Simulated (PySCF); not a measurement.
**MSn for M along group 13**

CCSD(T) with double-zeta basis sets in PySCF, for the lowest determinant that a PBE0 search found; no spin–orbit coupling. De refers to high-spin ground-configuration atoms.

```json
{"M": "B", "basis": "def2-SVP", "reference, frozen orbitals": "UHF, 5", "state (unpaired electrons)": "quartet (σ ↑, π ↑↑)", "Re (Å)": "2.206", "ωe (cm⁻¹)": "545", "De (eV)": "2.33"}
{"M": "Al", "basis": "x2c-SVPall", "reference, frozen orbitals": "UHF, 23", "state (unpaired electrons)": "quartet (σ ↑, π ↑↑)", "Re (Å)": "2.671", "ωe (cm⁻¹)": "270", "De (eV)": "2.00"}
{"M": "Ga", "basis": "cc-pVDZ-PP", "reference, frozen orbitals": "UHF, 8", "state (unpaired electrons)": "quartet (σ ↑, π ↑↑)", "Re (Å)": "2.708", "ωe (cm⁻¹)": "182", "De (eV)": "1.88"}
{"M": "In", "basis": "def2-SVP", "reference, frozen orbitals": "UHF, 8", "state (unpaired electrons)": "quartet (σ ↑, π ↑↑)", "Re (Å)": "2.874", "ωe (cm⁻¹)": "150", "De (eV)": "1.79"}
{"M": "Tl", "basis": "def2-SVP", "reference, frozen orbitals": "UHF, 8", "state (unpaired electrons)": "quartet (σ ↑, π ↑↑)", "Re (Å)": "2.936", "ωe (cm⁻¹)": "125", "De (eV)": "1.72"}
```

Problem. By what factor does the harmonic wavenumber vary along the series?

Solution. At CCSD(T) it runs from 125 cm⁻¹ (TlSn) to 545 cm⁻¹ (SnB), a factor of 4.36.

The rows differ in basis set, which adds steps of its own.

Down a group the atoms grow and get heavier, so bonds lengthen and wavenumbers fall; this series shows no clear exception.

Correlated steps freeze the inner cores (5 to 23 orbitals); shallow outer-core shells are correlated. Correlated levels converge slowly with the basis: in double zeta they bind strong bonds too weakly, by up to about 1 eV, and carry superposition errors of some tenths. These are scalar-relativistic numbers at best; spin–orbit coupling would shift them, the dissociation energy most. States were picked by a PBE0 search and need not be the measured ground states.
